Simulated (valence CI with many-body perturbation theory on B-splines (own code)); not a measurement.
# Questions on C

Computed by valence CI with perturbative core correlation (CI+MBPT): four valence electrons over a frozen Dirac-Fock core [He], a basis of 11 s, 11 p, 9 d, 7 f, 5 g, 2 h, 1 i functions for each j, with the one-electron correlation potential Σ1 (screened to all orders), the two-electron term Σ2, the three-electron term Σ3, Breit, model QED; selected single and double excitations, second order for the rest, scaled by the run's own slope (own B-spline code, finite nucleus).

Set against measurement, 36 paired levels are off by 37 cm⁻¹ on average, the worst by 83. These come from a selection out of the NIST Handbook of Basic Atomic Spectroscopic Data. Levels without a partner in it may be off by more. Among the levels kept, up to 900 cm⁻¹ of a level comes from second order outside the variational space, and about a tenth of that is noise between levels of different J, which matters for small intervals.

Rates and lifetimes use the calculated energies. Strong lines usually hold to 10 to 20 %, long lifetimes can be off by a factor of two.

(1) What is the ground level?

(2) Name the longest-lived excited levels whose lifetime is computed, and their main decay.

(3) How well does LS coupling describe the low levels?

(4) Where does the other parity begin?

(5) Among levels below 86306 cm⁻¹, which E1 lines absorb most strongly from the ground level?

Answers

(1) 2s2.2p2 3P_0, composition 94 % 2s2.2p2 3P.

(2) 2s2.2p2 1D_2 at 10253 cm⁻¹ lives 4170 s, mostly by M1 to 2s2.2p2 3P_2; 2s2.2p2 1S_0 at 21731 cm⁻¹ lives 1.65 s, mostly by E2 to 2s2.2p2 1D_2. The lifetime of 2s2.2p2 3P_1 is too uncertain to give, and may be longer. The lifetime of 2s2.2p2 3P_2 is too uncertain to give, and may be longer.

(3) Among the lowest 20 levels the leading LS term, summed over configurations, holds 100 % on average. For single configurations the figures are 91 % in LS and 64 % in jj coupling. Terms hardly mix: every one of these levels is at least 95 % one term.

(4) At 2s.2p3 5S°_2, 33675 cm⁻¹.

(5) to 2s2.2p.3s 3P°_1 at 165.8 nm, f = 0.139; to 2s2.2p.3d 3D°_1 at 127.8 nm, f = 0.0874; to 2s.2p3 3D°_1 at 156.0 nm, f = 0.0756.
